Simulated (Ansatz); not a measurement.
`[NH2][SnH]1[O][SiH2]1` + H₂ → `[O]1[SiH2][SnH2]1` + NH₃  (hydrogenolysis of the Sn–N bond)

Gas-phase electronic energies from Ansatz, PBE0-D4/def2-TZVP geometries. CCSD(T)/CBS is the MP2 limit (def2-TZVPP, def2-QZVPP) plus CCSD(T) − MP2 in def2-TZVPP, frozen cores. This one scheme is used for every species. DFT in def2-TZVPP. B3LYP here is the variant with VWN-RPA as its local correlation; programs differ in this. Elements past krypton have def2 core potentials. For Sn outer-core shells are correlated without core-valence functions, which leaves a few kJ/mol of doubt a bond. One conformer a species, not always the lowest.

```json
{"level": "B3LYP-D4", "ΔE (kJ/mol)": "-12.4"}
{"level": "r2SCAN", "ΔE (kJ/mol)": "-12.7"}
```

(1) What does CCSD(T)/CBS give? (An estimate is asked.)

Largest T1 diagnostic among the species: 0.017.

Results:

(1) Computed: -9.9 kJ/mol. The listed levels differ from it by -2.5, -2.8 kJ/mol.

In def2-TZVPP, CCSD(T) changes the Hartree–Fock value by +18.4 kJ/mol (the triples alone add +5.0 kJ/mol) and MP2 by +27.7 kJ/mol. From PBE to PBE0 (25 % exact exchange), in def2-TZVPP and without D4, ΔE moves by −6.5 kJ/mol. The D4 term adds +6.9 kJ/mol with B3LYP and +3.8 kJ/mol with PBE0; it sums over pairs of atoms, weighted by their polarisabilities, and B3LYP, whose exchange is more repulsive, gets the larger term.
